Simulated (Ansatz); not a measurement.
Geometry optimisation, RKS LDA/def2-SVP (Ansatz 0.2.0).

input.yaml

```yaml
crystal:
  periodic: [false, false, false]
  atoms:
    - { symbol: "N", position_ang: [-0.87285, -2.4479, 1.28177] }
    - { symbol: Si, position_ang: [-0.17408, -1.20227, 0.63825] }
    - { symbol: C, position_ang: [0.66956, 0.26215, -0.12728] }
    - { symbol: Se, position_ang: [0.01912, 1.7334, -0.91626] }
    - { symbol: H, position_ang: [1.76274, 0.23119, -0.09625] }
    - { symbol: H, position_ang: [1.29578, 2.37575, -1.23054] }
total_charge: 1
basis:
  gaussian: { orbitals: def2-SVP }
hamiltonian:
  xc: lda
relax:
  f_tol: 0.015
  max_steps: 40
output:
  orbitals: {}
```

Run as:

```bash
$ ansatz run input.yaml --threads 1 --pin off --max-ram 2048MiB --backend cpu --events-out ev --progress --plain --runs-dir out
```

Where does it end, and by what steps?

The run converged. Limits of this set-up: the dipole of an ion depends on the origin. After 6 steps the energy has fallen by 0.091 eV; Se4 moved furthest, 0.09 Å.

| step | energy less start (eV) | largest force component (eV/Å) | accepted |
| --- | --- | --- | --- |
| 0 | 0.0000 | 1.833 | yes |
| 1 | -0.0737 | 0.828 | yes |
| 2 | -0.0837 | 0.220 | yes |
| 3 | -0.0848 | 0.297 | yes |
| 4 | -0.0905 | 0.094 | yes |
| 5 | -0.0914 | 0.025 | yes |
| 6 | -0.0915 | 0.005 | yes |

```xyz
6
Properties=species:S:1:pos:R:3
N -0.930 -2.395 1.253
Si -0.147 -1.158 0.612
C 0.737 0.252 -0.120
Se -0.042 1.672 -0.882
H 1.849 0.208 -0.080
H 1.234 2.373 -1.234
```

The run took 14 s on 1 thread of AMD EPYC 7R13 Processor (Zen 3), with other jobs on the host, peak memory 0.14 GiB.
